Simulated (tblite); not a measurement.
Species: C₅H₇F₂NO.
Cartesian coordinates in Å at the GFN2-xTB level; atoms count from 1:
```
atom  x, y, z in Å
F1     3.655   -0.524    0.399
C2     2.507    0.128    0.177
F3     2.712    0.889   -0.928
O4     1.534   -0.787   -0.013
C5     0.241   -0.317   -0.008
C6    -0.239    0.917   -0.039
C7    -1.744    0.848    0.022
N8    -2.082   -0.557   -0.231
C9    -0.880   -1.329    0.073
H10    2.319    0.822    1.019
H11    0.294    1.847   -0.095
H12   -2.094    1.119    1.028
H13   -2.230    1.513   -0.693
H14   -2.315   -0.671   -1.211
H15   -0.738   -2.169   -0.606
H16   -0.948   -1.721    1.096
```

Level: GFN2-xTB in tblite, geometry and Hessian alike; calculated harmonic values, unscaled, isolated species. Against measured fundamentals such values can be off by several per cent, at times by over 20. One conformer, not necessarily the lowest.

Harmonic wavenumbers (cm⁻¹): 58.7, 64.7, 131.1, 161.5, 255.5, 321.9, 369.7, 459.2, 499.5, 593.9, 680.7, 714.7, 768.7, 827.9, 929.4, 951.8, 969.2, 981.8, 1010.6, 1036.0, 1082.4, 1113.4, 1126.6, 1137.1, 1187.6, 1198.9, 1230.3, 1268.0, 1274.4, 1284.3, 1297.4, 1383.4, 1465.7, 1476.8, 1721.5, 2845.7, 2890.2, 2900.6, 2984.2, 2998.1, 3153.1, 3376.2.

A = 4352, B = 888.4, C = 784.9 MHz; mass 135.050 u (most abundant isotopes); point group C1, symmetry number 1.

Q: What is the zero-point energy?

A: ½Σν̃ = 26091 cm⁻¹ = 74.60 kcal/mol.

Q: Entropy at 400 K, 1 bar (ideal gas, RRHO, classical rotation)?

A: Translation 42.10, rotation 29.93, vibration 30.87: S = 102.9 cal/(mol K).

Q: And Cp and H(400 K) − H(0)?

A: Cp = 41.50 cal/(mol K), of which vibrations give 33.56 (their classical limit is 42 R = 83.5); H(400 K) − H(0) = 9.66 kcal/mol without the zero-point energy, 6.48 from vibrations.

Q: Blend soft modes into free rotors: weight 1/[1 + (100 cm⁻¹/ν̃)⁴] for the oscillator and the rest for a rotor with moment μB/(μ + B), μ = h/(8π²ν), B = 10⁻⁴⁴ kg m². What vibrational entropy results?

A: 28.30 cal/(mol K) in place of 30.87, which changes −T·S at 400 K by +1.03 kcal/mol.

Q: What must be added to the electronic energy to get the Gibbs energy at 400 K and 1 bar?

A: ZPE + [H(400 K) − H(0)] − T·S = 74.60 + 9.66 − 41.16 = 43.10 kcal/mol.

Q: Which modes carry the vibrational entropy at 400 K?

A: 58.7 cm⁻¹: 5.08; 64.7 cm⁻¹: 4.89; 131.1 cm⁻¹: 3.50; 161.5 cm⁻¹: 3.09; 255.5 cm⁻¹: 2.22; 321.9 cm⁻¹: 1.80 cal/(mol K); the other 36 give 10.28 together.

Hindered rotation and anharmonicity are outside this model. Other conformers, if any are populated, would add a mixing term that is left out. The structure is chiral; the term R ln 2 for an equal mix with its mirror image is left out.
